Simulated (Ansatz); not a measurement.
Program: Ansatz. Geometries: PBE0-D4/def2-TZVP. ΔE: electronic, gas phase. CBS: MP2 limit from def2 TZ/QZ plus the TZ coupled-cluster correction, frozen cores. This one scheme is used for every species. Functionals use def2-TZVPP. B3LYP here is the variant with VWN-RPA as its local correlation; programs differ in this. For Ge outer-core shells are correlated without core-valence functions, which leaves a few kJ/mol of doubt a bond. Scalar relativity is left out up to krypton. Each species was taken in one conformer, which may not be the lowest.

`F[Si](F)(Cl)[NH][GeH2][Cl]` + `N[SiH](Cl)Cl` → `[Cl][GeH2][NH][SiH](Cl)Cl` + `N[Si](F)(F)Cl`  (ligand exchange at a Ge–N bond)

`F[Si](F)(Cl)[NH][GeH2][Cl]`:

Cartesian coordinates in Å:
```
F -0.321 2.366 1.334
Si -0.428 1.518 0.007
F -1.676 2.117 -0.754
Cl 1.213 1.820 -1.130
N -0.607 -0.124 0.333
Ge 0.418 -1.542 -0.217
Cl 2.217 -1.632 0.963
H -1.274 -0.365 1.054
H 0.837 -1.345 -1.670
H -0.380 -2.813 0.079
```

`N[SiH](Cl)Cl`:

Z-matrix (Å, degrees):
```
Si
Cl 1 2.041
Cl 1 2.056 2 107.0
N 1 1.692 2 107.5 3 124.1
H 1 1.472 2 110.9 3 -115.5
H 4 1.007 1 120.6 2 -43.0
H 4 1.008 1 120.1 2 169.5
```

`[Cl][GeH2][NH][SiH](Cl)Cl`:

```xyz
10

Cl   -2.838   -0.682   -0.313
Ge   -1.379    0.874    0.014
N     0.264    0.303   -0.556
Si    1.317   -0.846    0.123
Cl    3.226   -0.111    0.181
Cl    0.662   -1.232    2.017
H    -1.364    1.158    1.513
H    -1.774    2.054   -0.878
H     0.491    0.606   -1.493
H     1.395   -2.123   -0.608
```

`N[Si](F)(F)Cl`:

```xyz
7

N    -0.716   -0.450   -0.689
Si    0.493    0.138    0.315
F     0.994   -1.033    1.243
F     1.685    0.656   -0.577
Cl   -0.008    1.672    1.547
H    -1.003    0.058   -1.509
H    -1.446   -1.042   -0.330
```

```
                     species  B3LYP-D4 energy (Eh)
`F[Si](F)(Cl)[NH][GeH2][Cl]`           -3543.69730
              `N[SiH](Cl)Cl`           -1266.71620
 `[Cl][GeH2][NH][SiH](Cl)Cl`           -3804.65842
             `N[Si](F)(F)Cl`           -1005.75489
```

Q: Work out ΔE.

A: ΔE = (-3804.65842) + (-1005.75489) − (-3543.69730) − (-1266.71620) = 0.00019 Eh = +0.01 eV. CCSD(T)/CBS gives -0.01 eV.

Largest T1 diagnostic among the species: 0.011.
